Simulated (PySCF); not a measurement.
# Assigning NMR signals

Structure with atom numbers: `[CH3:1][C:2](=[O:3])[O:4][SiH2:5][C:6](=[O:7])[OH:8]`. Hydrogens are named by the atom that carries them.

Method: GIAO PBE0/pcSseg-1 shieldings, geometry from GFN2-xTB, in PySCF 2.14.0 with density-fitted response routines (equivalent nuclei averaged, a single conformation, no relativistic terms, isolated molecule).

Referencing at the same level of theory: TMS for 13C (σref 186.93) and 1H (σref 31.72).

(1) Assign these signals to the numbered atoms. 13C{1H} NMR (computed): δ 181.0, 176.8, 23.8.

(2) Assign these signals to the numbered atoms. 1H NMR (400 MHz, computed): δ 6.79 (br s, 1H), 5.10 (s, 2H), 2.25 (s, 3H).

Results:

(1) 
| δ (ppm) | atoms | environment | reason |
| --- | --- | --- | --- |
| 181.0 | C6 | carbonyl carbon | – |
| 176.8 | C2 | carbonyl carbon | – |
| 23.8 | C1 | methyl carbon α to a carbonyl | α to the electron-withdrawing carbonyl group |

(2) 
| δ (ppm) | atoms | environment | reason |
| --- | --- | --- | --- |
| 6.79 | H(O8) | hydrogen on an acid hydroxyl oxygen | labile proton, position sensitive to the medium |
| 5.10 | H(Si5) | hydrogen on a silicon bonded to C, O | – |
| 2.25 | H(C1) | hydrogen on a methyl carbon α to a carbonyl | α to C=O |

Exchangeable OH/NH protons stand at their gas-phase positions; hydrogen bonding in a real sample shifts them, mostly to higher δ. Shifts are as computed. Against solution values, carbons near 30 ppm lie about +3 ppm off and those near 130 ppm about +5 ppm. Of 1211 compounds with measured shifts, 218 miss one by over three times the rms of a fit or turn the order of signals round; such compounds aren't used in these exercises. Hydrogen bonding in solution deshields acid and N–H amide carbonyl carbons by as much as 10 ppm beyond these values. No couplings were computed; multiplicities are counted from neighbouring protons, with m where these are inequivalent, close in shift, in a saturated or five-membered ring or joined by F or P, and br s for small geminal =CH2 splittings.
